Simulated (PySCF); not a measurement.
Si(F)2(Me)(NH2) (CH5F2NSi), SMILES F[Si](C)(N)F. Atoms are numbered in the order given.

```xyz
10

C      1.5070     0.6069    -0.8144
Si    -0.0228    -0.0085     0.0116
N     -1.2199     1.1908     0.1382
F      0.2745    -0.5452     1.5087
F     -0.5243    -1.3397    -0.7713
H      1.2889     0.9602    -1.8342
H      1.9528     1.4378    -0.2486
H      2.2503    -0.2004    -0.8936
H     -1.3815     1.8536    -0.6097
H     -2.0475     1.0541     0.7068
```
Charge 0, spin multiplicity 1.

Coordinates come from a PBE0-D3(BJ)/def2-SVP optimisation. This is a generated structure with no PubChem entry under its InChIKey; it may be hypothetical. Other conformers were not sampled.

These are PySCF with PBE0/pcSseg-1 values and carry that method's errors.

GIAO shieldings, no solvent; atoms listed in one row are averaged. δ = σ(ref) − σ: ¹³C against TMS (σ = 186.3 ppm); ²⁹Si against TMS (σ = 352.7 ppm); ¹⁵N against NH3 (σ = 267.4 ppm); ¹⁹F against CFCl3 (σ = 167.2 ppm); ¹H against TMS (σ = 31.56 ppm), references at their B3LYP-D3(BJ)/def2-TZVP geometries, non-relativistic.

Computed chemical shifts:
```tsv
nucleus	atoms	count	δ (ppm)
¹³C	C1	1	-4.4
²⁹Si	Si2	1	-20.3
¹⁵N	N3	1	30.3
¹⁹F	F5	1	-135.7
¹⁹F	F4	1	-164.4
¹H	H10	1	1.34
¹H	H9	1	1.09
¹H	H6, H7, H8	3	0.48
```
